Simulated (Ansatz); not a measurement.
Species: H₂ClFSi, SMILES `F[SiH2]Cl` (charge 0, multiplicity 1), formula H$_{2}$ClFSi.

### Question
How many basis functions does Ansatz (a quantum-chemistry and plane-wave program) with frozen-core CCSD(T)/def2-TZVPP // PBE0-D4/def2-TZVP use, how many core orbitals are frozen, and how many electrons are correlated?

### Answer
143 basis functions and 11 frozen orbitals, which leaves 20 correlated electrons. Core time is of the order of seconds.
